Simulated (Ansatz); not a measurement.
Mulliken charges of `NB1[SiH2]S1` from B3LYP/def2-TZVPP in Ansatz (PBE0-D4/def2-TZVP geometry).

```csv
atom,x (Å),y (Å),z (Å),charge (e)
N1,-0.610,1.583,-0.302,-0.251
B2,-0.166,0.275,-0.280,0.196
Si3,0.609,-1.281,0.557,0.104
S4,-0.082,-1.069,-1.483,-0.269
H5,-1.004,2.017,-1.121,0.163
H6,-0.566,2.183,0.503,0.172
H7,2.068,-1.511,0.698,-0.057
H8,-0.157,-2.255,1.373,-0.057
```

Question: By hand: the dipole of these point charges (1 e Å = 4.8032 D).

Answer: Σ q r = (-0.164, 0.730, 0.264) e Å, of length 0.793 e Å = 3.81 D.

Question: How does the dipole of the full density compare? (Estimate.)

Answer: Computed: (-0.088, 0.468, 0.228) e Å, 2.54 D; the point charges give 1.50 times that, at 6° from its direction.

Point charges leave out the atoms' own dipoles, such as those of lone pairs, and Mulliken's split depends on the basis, so the two needn't agree.

B3LYP here is the variant with VWN-RPA as its local correlation; programs differ in this.
